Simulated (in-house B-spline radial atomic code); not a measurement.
The outermost shell (largest non-relativistic mean radius) with and without relativity; Dirac values are averaged over j. Computed with a B-spline radial code for spherical atoms: non-relativistic Hartree-Fock and Dirac-Hartree-Fock, averages of the configuration (point nuclei without relativity, finite nuclei with it).

| ion | configuration | outermost shell | radius non-relativistic (bohr) | radius Dirac (bohr) | radius change (%) | level non-relativistic (eV) | level Dirac (eV) | spin-orbit splitting (eV) |
| --- | --- | --- | --- | --- | --- | --- | --- | --- |
| Ho4+ | [Xe] 4f9 | 5p | 1.4509 | 1.4115 | -2.7142 | -75.672 | -77.672 | 6.3363 |
| Er4+ | [Xe] 4f10 | 5p | 1.4313 | 1.3902 | -2.8717 | -76.685 | -78.864 | 6.7434 |
| Tm4+ | [Xe] 4f11 | 5p | 1.4125 | 1.3697 | -3.0322 | -77.686 | -80.051 | 7.1703 |
| Yb4+ | [Xe] 4f12 | 5p | 1.3944 | 1.3498 | -3.1958 | -78.674 | -81.235 | 7.6182 |
| Lu4+ | [Xe] 4f13 | 5p | 1.3769 | 1.3306 | -3.3628 | -79.651 | -82.418 | 8.088 |
| Hf4+ | [Xe] 4f14 | 5p | 1.3599 | 1.3119 | -3.5334 | -80.617 | -83.6 | 8.5809 |
| Ta4+ | [Xe] 4f14 5d1 | 5d | 1.7161 | 1.7421 | 1.5137 | -48.286 | -47.014 | 0.75162 |
| W4+ | [Xe] 4f14 5d2 | 5d | 1.6418 | 1.6654 | 1.4414 | -50.865 | -49.529 | 0.91663 |
| Re4+ | [Xe] 4f14 5d3 | 5d | 1.5748 | 1.5964 | 1.3711 | -53.439 | -52.042 | 1.0974 |
| Os4+ | [Xe] 4f14 5d4 | 5d | 1.514 | 1.5337 | 1.3045 | -56.011 | -54.553 | 1.2944 |
| Ir4+ | [Xe] 4f14 5d5 | 5d | 1.4585 | 1.4767 | 1.242 | -58.582 | -57.064 | 1.5086 |
| Pt4+ | [Xe] 4f14 5d6 | 5d | 1.4077 | 1.4244 | 1.1836 | -61.156 | -59.577 | 1.7406 |
